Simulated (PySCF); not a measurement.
Job file and geometry (Å, from GFN2-xTB) of an NMR shielding run on `InChI=1S/C4H11F2NSi/c1-3(5)4(6)8-7-2/h3-4,7H,8H2,1-2H3/t3-,4-/m1/s1`, GIAO PBE0/pcSseg-1 NMR shielding, non-relativistic, gas phase in PySCF 2.14.0, density-fitted response routines; density fitting, a coarse starting grid and PySCF grid level 2 are the driver's defaults:

```
$ OMP_NUM_THREADS=1 python probes_run.py task.json out

{"job": {"kind": "nmr", "xc": "PBE0", "basis": "pcSseg-1"}, "charge": 0, "multiplicity": 1}
C      3.222433     0.453265    -0.793320
N      1.983408     0.465762    -0.056871
Si     0.640148    -0.511447    -0.451925
C     -0.626724    -0.101943     0.934630
F     -0.628501     1.252816     1.233914
C     -2.058515    -0.518178     0.611728
C     -2.696837     0.298913    -0.496372
F     -2.018472    -1.852019     0.240727
H      3.011634     0.188412    -1.826095
H      3.934747    -0.276094    -0.394140
H      3.688511     1.439534    -0.772048
H      2.095149     0.824361     0.879178
H      0.184065    -0.102898    -1.783065
H      0.829112    -1.968312    -0.410695
H     -0.325994    -0.599795     1.864735
H     -2.685780    -0.479850     1.514217
H     -3.723799    -0.023090    -0.651031
H     -2.145619     0.172628    -1.422905
H     -2.688772     1.347186    -0.212960
```

Task: Write the output of this run.

Result: 
```
coarse grid: 16024 points
cycle   1  E = -702.2116010030  dE =  7.092e-01  |g| = 7.010e-01  |ddm| = 3.686e+00
cycle   2  E = -702.1374812492  dE =  7.412e-02  |g| = 9.814e-01  |ddm| = 1.214e+00
cycle   3  E = -702.2988351583  dE = -1.614e-01  |g| = 7.939e-02  |ddm| = 7.648e-01
cycle   4  E = -702.2999650925  dE = -1.130e-03  |g| = 3.212e-02  |ddm| = 7.875e-02
cycle   5  E = -702.3002020187  dE = -2.369e-04  |g| = 4.874e-03  |ddm| = 2.641e-02
cycle   6  E = -702.3002064255  dE = -4.407e-06  |g| = 1.368e-03  |ddm| = 4.286e-03
final grid: 150056 points
cycle   7  E = -702.3580518634  dE = -4.732e-05  |g| = 1.008e-02  |ddm| = 2.685e-02
cycle   8  E = -702.3580361118  dE =  1.575e-05  |g| = 1.383e-02  |ddm| = 1.850e-02
cycle   9  E = -702.3580738608  dE = -3.775e-05  |g| = 1.143e-03  |ddm| = 1.023e-02
cycle  10  E = -702.3580740898  dE = -2.290e-07  |g| = 2.560e-04  |ddm| = 9.026e-04
cycle  11  E = -702.3580741016  dE = -1.183e-08  |g| = 4.314e-05  |ddm| = 1.858e-04
cycle  12  E = -702.3580741019  dE = -3.195e-10  |g| = 1.908e-05  |ddm| = 5.310e-05
converged SCF energy = -702.3580741019

GIAO shielding tensors (ppm)
atom      isotropic    diamagn.    paramagn.     s11        s22        s33       span
  0 C      154.653     239.322     -84.669    130.551    145.881    187.528     56.978
  1 N      263.358     325.379     -62.021    224.947    258.439    306.687     81.739
  2 Si     392.393     882.053    -489.660    352.232    371.304    453.644    101.413
  3 C       97.569     250.484    -152.915     59.421     80.849    152.438     93.017
  4 F      436.164     476.312     -40.148    385.640    430.815    492.036    106.396
  5 C       94.079     244.526    -150.447     56.459     76.126    149.651     93.193
  6 C      167.672     249.792     -82.120    156.887    161.470    184.659     27.773
  7 F      394.511     476.259     -81.748    374.702    402.843    405.988     31.285
  8 H       29.192      27.692       1.500     24.988     27.447     35.142     10.154
  9 H       28.701      26.094       2.607     23.168     26.695     36.240     13.072
 10 H       28.668      26.367       2.301     23.374     26.522     36.109     12.735
 11 H       31.769      35.191      -3.422     21.228     32.407     41.671     20.443
 12 H       26.696      31.606      -4.910     23.050     26.182     30.855      7.805
 13 H       26.957      30.973      -4.016     22.919     26.252     31.700      8.782
 14 H       26.567      32.200      -5.632     24.599     25.691     29.413      4.813
 15 H       26.345      29.380      -3.035     24.234     25.306     29.494      5.260
 16 H       30.165      27.476       2.689     26.179     27.478     36.837     10.659
 17 H       30.200      31.239      -1.040     25.606     30.062     34.931      9.324
 18 H       30.232      30.312      -0.081     25.581     29.504     35.610     10.029
```

Task: Turn these shieldings into chemical shifts. δ = σ(ref) − σ, references computed at the same level: ¹³C (σref 186.93) and ²⁹Si (σref 349.16) and ¹H (σref 31.72) vs TMS; ¹⁵N (σref 267.73) vs NH3; CFCl3 for ¹⁹F (σref 170.95).

Result: Averaging equivalent atoms: C 5: 92.8; C 3: 89.4; C 0: 32.3; C 6: 19.3; N 1: 4.4; Si 2: -43.2; F 7: -223.6; F 4: -265.2; H 15: 5.37; H 14: 5.15; H 12: 5.02; H 13: 4.76; H 8/9/10: 2.86; H 16/17/18: 1.52; H 11: -0.05 ppm. Unscaled 19F shifts against computed CFCl3 carry errors that often reach 10 to 50 ppm. Experimental scales use liquid or dissolved standards, which lie at an offset from isolated NH3 (liquid NH3: subtract about 20 ppm).

Size and cost of the density-fitted run: 198 basis functions, 110 s wall time on 1 thread of an Intel Xeon, shared host; peak memory 0.87 GiB.
